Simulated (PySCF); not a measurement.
C₂H₉BSi, SMILES BCC[SiH3], GFN2-xTB optimised geometry.

```
13

B      1.65    -0.25     1.31
C      0.94    -0.74     0.00
C     -0.60    -0.74     0.00
Si    -1.33     1.01     0.00
H      2.79     0.00     1.28
H      1.07    -0.20     2.32
H      1.29    -1.77    -0.15
H      1.30    -0.20    -0.88
H     -0.95    -1.29     0.87
H     -0.96    -1.28    -0.88
H     -2.79     0.92     0.05
H     -0.93     1.71    -1.23
H     -0.84     1.77     1.15
```

Density from PySCF with CAM-B3LYP/def2-TZVP at that geometry.

Minimum of the electron density along straight lines between bonded atoms, close to the bond critical point (lines longer than 1.1 times the sum of covalent radii, or with two minima, are not listed):

```csv
bond,length / Å,ρ at the minimum / e bohr⁻³,∇²ρ there / e bohr⁻⁵,position (fraction from the first atom)
B1–C2,1.566,0.193,-0.35,0.33
C2–C3,1.533,0.239,___,0.50
C3–Si4,1.899,0.120,___,0.61
B1–H5,1.170,0.194,-0.39,0.44
B1–H6,1.169,0.194,-0.38,0.44
C2–H7,1.100,0.265,___,0.64
C2–H8,1.094,0.274,-0.92,0.64
C3–H9,1.091,0.275,-0.93,0.64
C3–H10,1.094,0.274,-0.92,0.64
Si4–H11,1.466,0.125,0.17,0.49
Si4–H12,1.467,0.124,0.17,0.49
Si4–H13,1.464,0.125,0.18,0.49
```

Question: Some entries are withheld; supply them.

Answer: 
- C2–C3, ∇²ρ there / e bohr⁻⁵: -0.57
- C3–Si4, ∇²ρ there / e bohr⁻⁵: 0.14
- C2–H7, ∇²ρ there / e bohr⁻⁵: -0.86
